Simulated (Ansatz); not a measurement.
C3H5BO, SMILES `O=C1CBC1` at its PBE0-D4/def2-TZVP geometry, where that method's forces vanish. Charge 0, multiplicity 1.

```xyz
10

O    -1.1989    0.9904    1.5525
C    -0.5246    0.3528    0.7975
C     0.9448    0.4741    0.4017
B     0.4374   -0.0710   -0.9920
C    -0.8964   -0.6035   -0.3330
H     1.4641    1.4148    0.5795
H     1.5192   -0.3370    0.8740
H     0.8575   -0.0302   -2.1047
H    -1.8964   -0.5510   -0.7616
H    -0.7068   -1.6394   -0.0140
```

Problem. What forces (eV/Å) does r2SCAN-D4/def2-TZVPP give on these atoms in the Gaussian-basis code of Ansatz? (An estimate is asked.)

Solution. The calculation gave: 
```
O1  -0.262  0.273  0.257
C2   0.145 -0.188 -0.089
C3   0.191  0.042 -0.036
B4   0.017 -0.006 -0.034
C5  -0.078 -0.114 -0.143
H6   0.015 -0.011  0.024
H7   0.010  0.019 -0.006
H8  -0.015  0.008  0.027
H9  -0.009 -0.026  0.014
H10 -0.015  0.004 -0.015
```
